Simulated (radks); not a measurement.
Results of a calculation; reference values are marked as such.
Spherical quantum dot in the effective-mass picture: electrons in a parabolic well V = omega^2 r^2 / 2 with omega = 1.62, with a point charge +1 (a donor) at the centre, all in effective atomic units (hartree* = m*/eps^2 hartree, bohr* = eps/m* bohr), one dielectric constant everywhere. Level of theory: non-relativistic Kohn-Sham, PBE, spin-polarised, spherical densities (a radial shooting solver with Libxc functionals). Levels are named by radial order and angular momentum (1s, 1p, 1d, 2s, ...), and open shells are averaged over m.

N = 3, configuration 1s2 1p(up 1, down 0). This is the lowest configuration that the search found. Occupied and some empty levels:

level,occupation,eigenvalue (hartree*),<r> (bohr*)
1s up,1,3.1249,0.8187
1s down,1,3.2096,0.8082
1p up,1,4.9583,1.185
1p down,0,5.0789,1.187
2s up,0,6.2654,1.305
2s down,0,6.3335,1.312
1d up,0,6.5649,1.434
1d down,0,6.6777,1.441
1f up,0,8.1493,1.641
1f down,0,8.2462,1.647

Energy (hartree*): total 7.45381, kinetic 4.9128, external -0.11024, Hartree 4.3320, exchange-correlation -1.6808.

Electron density:

r (bohr*),n(r) (e/bohr*^3)
0.0926,1.541
0.247,1.123
0.402,0.8162
0.557,0.5898
0.712,0.4202
0.866,0.2916
1.02,0.1946
1.18,0.1232
1.33,0.07328
1.49,0.04089
1.64,0.02118
1.79,0.01020
1.95,0.004556
